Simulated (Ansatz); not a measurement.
```xyz
5

C     0.0288   -0.1193    0.0065
F     0.7759    0.8348    0.8357
F     0.8250   -0.7542   -0.6747
F    -0.7338    0.8072   -0.8619
F    -0.8536   -0.7807    0.7746
```

Basis set: 6-31G (spherical functions). Left uncorrelated: 5 orbitals. Charge 0, multiplicity 1.

Computed with Ansatz (development build ahead of 0.2.0); each method stands on the lowest determinant of its kind that the runs found. Restricted open shells among the atoms or ions are ROHF, correlated in semicanonical orbitals with singles.

(1) Give the atomization energy at this shape (free ground-state atoms in the same class of orbitals less the molecule, no zero-point energy) of singlet CF4 by RHF-MP2, RHF.

Answers

(1)

```tsv
method	atomization energy
RHF-MP2	359.75 kcal/mol
RHF	206.79 kcal/mol
```

Caution: the shape is not the minimum.

This basis has no polarisation functions and is too small for such energies, which can lie far from measured ones in either direction.
